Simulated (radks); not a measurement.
The antimony anion Sb3-, [Xe], held by a Watson sphere: a shell of charge +3 at radius R that stands for the Madelung well of a crystal (potential energy -3/R inside, -3/r outside, in hartree with lengths in bohr). Method: scalar-relativistic Kohn-Sham, r2SCAN, spin-polarised, spherical densities, finite nucleus; meta-GGA in the generalised Kohn-Sham scheme; Fermi nuclear charge, rms radius of each element as measured or else 0.836 A^(1/3) + 0.57 fm; computed with a radial shooting solver on a logarithmic mesh with Libxc functionals.

R (bohr)  e(4d) (eV)  e(5s) (eV)  e(5p) (eV)  <r> 5p (bohr)  sum of <r^2> (bohr^2)  X-ray form factor at sin(theta)/lambda = 0.1 1/angstrom
3.17         -32.576     -13.667      -6.299          3.005                  96.13                                                   48.470
4.65         -31.259     -11.025      -4.186          3.559                  124.4                                                   47.741
4.75         -31.202     -10.911      -4.073          3.595                  126.4                                                   47.705
5.73         -30.755     -10.067      -3.152          3.935                  147.5                                                   47.434

Estimate the row for R = 5.35 bohr.

Answer. e(4d) (eV) -30.907; e(5s) (eV) -10.341; e(5p) (eV) -3.471; <r> 5p (bohr) 3.805; sum of <r^2> (bohr^2) 139.1; X-ray form factor at sin(theta)/lambda = 0.1 1/angstrom 47.523.
